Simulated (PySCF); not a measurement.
**Correlation energy of Mo (molybdenum, neutral)**

[Kr] 4d5 5p1, high-spin 7P determinant (an excited configuration). Calculation: PySCF 2.14, in aug-cc-pVTZ-DK (9s8p6d3f2g, 102 functions); scalar relativity by spin-free X2C-1e. Frozen: [Kr]; 6 electrons correlated.

MP2 pair energies summed by pair of shells (mhartree):

```csv
pair,energy,share (%)
4d-4d,-59.08,83.3
4d-5p,-11.84,16.7
```

Total MP2 correlation energy: -70.92 mhartree.

Same-spin part -70.92 and opposite-spin part 0.00 mhartree; SCS-MP2 scales them by 1/3 and 6/5 to -23.64 mhartree.
